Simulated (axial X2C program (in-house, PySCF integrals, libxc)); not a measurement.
## Nuclear properties of GeH⁺

Computed with an axial X2C code built on PySCF integrals: two-component X2C with atomic mean-field Coulomb and Gaunt terms, Gaussian nuclei, basis Ge dyall-cv3z, H dyall-v3z with contracted cores.

R = 1.585 Å (near the PBE0 minimum at charge 1 of the determinant lowest at the starting distance; the state shown can have its own minimum elsewhere).

Input and command:
```json
{"zs": [32, 1], "q": 1, "bas": ["dyall-cv3z", "dyall-v3z"], "r0": 1.53, "levels": ["PBE0", "HF", "B3LYP", "BHandHLYP", "TPSSh"], "nst": 3}
```
```bash
python soeom.py task.json out
```

Keys: zs atomic numbers; q charge; bas basis sets; r0 starting distance in Å; levels methods; nst determinants followed.

Determinant lowest in the PBE0 search, Ω = 0 (closed shell), highest spinor 53% Ge p, 29% H s, 14% Ge s:

```json
{"level": "PBE0", "qzz Ge (a.u.)": "-7.54", "qzz H (a.u.)": "0.09"}
{"level": "HF", "qzz Ge (a.u.)": "-7.32", "qzz H (a.u.)": "0.10"}
{"level": "B3LYP", "qzz Ge (a.u.)": "-7.55", "qzz H (a.u.)": "0.09"}
{"level": "BHandHLYP", "qzz Ge (a.u.)": "-7.50", "qzz H (a.u.)": "0.09"}
{"level": "TPSSh", "qzz Ge (a.u.)": "-7.54", "qzz H (a.u.)": "0.10"}
```

qzz is the electric field gradient, eQq0 = 234.96 MHz × Q/barn × qzz. The operators were transformed with the bare-nucleus X2C matrices; with these basis sets, hyperfine constants and field gradients can be off by tens of per cent, and where levels differ in sign neither size nor sign is settled.

Task: With Q(73Ge) = -0.196 barn (Q from Pyykkö, Mol. Phys. 2018), turn the PBE0 values of the first state into constants in MHz.

Result: eQq0(73Ge) = 234.96 × (-0.196) × (-7.54) = 347 MHz.

Each state is one determinant with collinear spin. The search compared states at one distance, so a state with another bond length can lie lower. Further determinants of the search, some of them spin-mixed, are not shown.
